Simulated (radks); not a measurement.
Task: Coherent X-ray form factor from a spherical all-electron density. Method: non-relativistic Kohn-Sham, SCAN, spin-polarised, spherical densities, point nucleus; meta-GGA in the generalised Kohn-Sham scheme; computed with a radial shooting solver on a logarithmic mesh with Libxc functionals.

| sin(theta)/lambda (1/angstrom) | f0 (electrons) |
|---|---|
| 0.05 | 72.324 |
| 0.1 | 70.409 |
| 0.15 | 67.551 |
| 0.2 | 64.125 |
| 0.25 | 60.474 |
| 0.3 | 56.855 |
| 0.4 | 50.243 |
| 0.5 | 44.674 |
| 0.6 | 39.976 |
| 0.8 | 32.290 |
| 1 | 26.239 |
| 1.25 | 20.813 |
| 1.5 | 17.403 |
| 2 | 13.644 |

The species is in the configuration that NIST lists as its ground one. Which atom or ion scatters so?

Result: The osmium ion Os3+, [Xe] 4f14 5d5. Extrapolating in s^2 from the first two rows gives f0(0) = 73.0, near the electron count 73; among species with that count, the fall with angle is slower the higher Z, and the table is that of Z = 76; from so few rows the species is fixed only to a neighbour or two.
